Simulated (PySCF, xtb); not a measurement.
C3H5BN2O, SMILES C1=CN=COB1N.

GFN2-xTB run with xtb at its own geometry gives an orbital gap of 3.41 eV and a dipole moment of 2.97 D.

Geometry: TPSSh-D3(BJ)/def2-SVP. This is a generated structure with no PubChem entry under its InChIKey; it may be hypothetical. Other conformers were not sampled.

### Question
What does M06-2X/def2-TZVP (PySCF) give? (Estimate from the structure and the level; the computed values follow.)

### Answer
gap 7.80 eV (levels -8.03 and -0.23 eV), dipole 2.47 D.
